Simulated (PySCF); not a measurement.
PySCF job for C₆H₆O, SMILES C#C[C@H]1COC1=C, PBE/pcSseg-1. Geometry: ωB97X-D3(BJ)/def2-SVP. The structure was generated by enumeration; whether it is a known compound was not checked.

```python
import numpy as np
from pyscf import gto, scf, dft
from pyscf.prop.nmr import rks as nmr

mol = gto.M(
    atom='''
    C     2.62823177   -0.78243612    0.31006227
    C     1.51670963   -0.33928902    0.47940098
    C     0.17537534    0.20297823    0.68231393
    C    -0.18584700    1.55934393    0.02389790
    O    -1.29246403    0.94397833   -0.66499686
    C    -0.95387651   -0.30647057   -0.20548482
    C    -1.48668786   -1.48295881   -0.51248572
    H     3.61599828   -1.18080892    0.15651833
    H    -0.09179726    0.16695194    1.75060842
    H    -0.51720659    2.35751145    0.70525020
    H     0.57042749    1.93967793   -0.67979582
    H    -2.31612700   -1.55160969   -1.21957111
    H    -1.08501510   -2.39055541   -0.05926259
    ''',
    basis='pcSseg-1',
    charge=0,
    spin=0,
    max_memory=1600,
    verbose=3,
)
mf = dft.RKS(mol, xc='pbe')
mf.grids.level = 3
mf.conv_tol = 1e-10
mf.max_cycle = 100
mf.kernel()
n = nmr.NMR(mf)
n.verbose = 2
n.max_cycle_cphf = 60
sigma = n.kernel()
print('atom   isotropic/ppm   span/ppm')
for i, s in enumerate(sigma):
    w = np.linalg.eigvalsh((s + s.T) / 2)
    print(f'{mol.atom_symbol(i):2s}{i + 1:3d} {w.mean():14.3f} {w[2] - w[0]:11.3f}')
```

Program output:

```
converged SCF energy = -306.930230027458
atom   isotropic/ppm   span/ppm
C   1        104.218     205.271
C   2         97.617     293.884
C   3        143.406      35.606
C   4        102.582      68.562
O   5        150.336     183.028
C   6         10.616     157.089
C   7         98.815     149.652
H   8         29.081      13.612
H   9         27.085       7.429
H  10         26.591       5.560
H  11         26.690       5.029
H  12         26.829       6.689
H  13         27.093       5.545
```

Self-consistency was reached.

Cost: about 40 core-seconds (a rough figure).
